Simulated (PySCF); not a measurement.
A side-by-side comparison of computed properties.

First species: C7H10OSi.
InChI=1S/C7H10OSi/c9-8-6-7-4-2-1-3-5-7/h1-5H,6H2,9H3

Second species: C7H10OSi.
SMILES: `c1([C@H]2[SiH2]CC2)occc1`

Levels: wB97X-D/def2-SVPD for dipole moment, HOMO energy, LUMO energy, HOMO–LUMO gap, static isotropic polarisability and electronic spatial extent ⟨r²⟩ about the centre of nuclear charge; TDDFT wB97X-D/def2-SVPD for lowest singlet excitation; TDA wB97X-D/def2-SVPD for lowest triplet excitation (Tamm–Dancoff); ΔSCF wB97X-D/def2-SVPD for vertical ionisation energy; PBE0-D3(BJ)/def2-SVP for rotational constant A and rotational constant C. Geometries: PBE0-D3(BJ)/def2-SVP. All species are isolated and taken at one optimised geometry, non-relativistic unless stated; the electronic structure was computed with PySCF and density fitting.

Dipoles, sizes and rotational constants follow the conformer. The torsions of the flexible species, by atom-mapped SMILES:
- `[SiH3:1][O:2][CH2:3][c:4]1[cH:5][cH:6][cH:7][cH:8][cH:9]1`: Si1–O2–C3–C4 -65°, O2–C3–C4–C5 -44°
- `[cH:1]1[cH:2][o:3][c:4]([C@@H:5]2[CH2:6][CH2:7][SiH2:8]2)[cH:9]1`: O3–C4–C5–C6 52°

Values for the first species:

```
Dipole moment                                                     : 1.14 D
HOMO energy                                                       : -9.01 eV
LUMO energy                                                       : 1.16 eV
HOMO–LUMO gap                                                     : 10.17 eV
Lowest singlet excitation                                         : 5.40 eV
Lowest triplet excitation (Tamm–Dancoff)                          : 4.14 eV
Static isotropic polarisability                                   : 109.0 au
Vertical ionisation energy                                        : 9.06 eV
Electronic spatial extent ⟨r²⟩ about the centre of nuclear charge : 1619 bohr²
Rotational constant A                                             : 2.921 GHz
Rotational constant C                                             : 0.758 GHz
```

Q: Estimate the same properties for the second species, and the change in each.

A: 
| property | first | second | second less first |
| --- | --- | --- | --- |
| dipole moment | 1.14 D | 0.73 D | -0.41 D |
| HOMO energy | -9.01 eV | -7.84 eV | +1.17 eV |
| LUMO energy | 1.16 eV | 1.78 eV | +0.62 eV |
| HOMO–LUMO gap | 10.17 eV | 9.62 eV | -0.55 eV |
| lowest singlet excitation | 5.40 eV | 5.73 eV | +0.33 eV |
| lowest triplet excitation (Tamm–Dancoff) | 4.14 eV | 3.93 eV | -0.21 eV |
| static isotropic polarisability | 109.0 au | 109.3 au | +0.3 au |
| vertical ionisation energy | 9.06 eV | 7.91 eV | -1.15 eV |
| electronic spatial extent ⟨r²⟩ about the centre of nuclear charge | 1619 bohr² | 1562 bohr² | -57 bohr² |
| rotational constant A | 2.921 GHz | 3.627 GHz | +0.706 GHz |
| rotational constant C | 0.758 GHz | 0.798 GHz | +0.040 GHz |

On the first: The ΔSCF ionisation energy exceeds −ε(HOMO) by 0.05 eV with wB97X-D. No computed singlet falls in the visible range (750 to 380 nm, 1.65 to 3.26 eV); S1 lies 2.14 eV above its blue end.

On the second: The vertical singlet–triplet gap S1 − T1 is 1.80 eV (TDDFT singlet less Tamm–Dancoff triplet; S1: HOMO→LUMO, weight 0.77; T1: HOMO→LUMO, weight 0.46, beside HOMO→LUMO+1, weight 0.35). The polarisability is 16.20 Å³ as a volume (1 au = 0.148185 Å³), or 1.48 au for each of the 74 electrons.
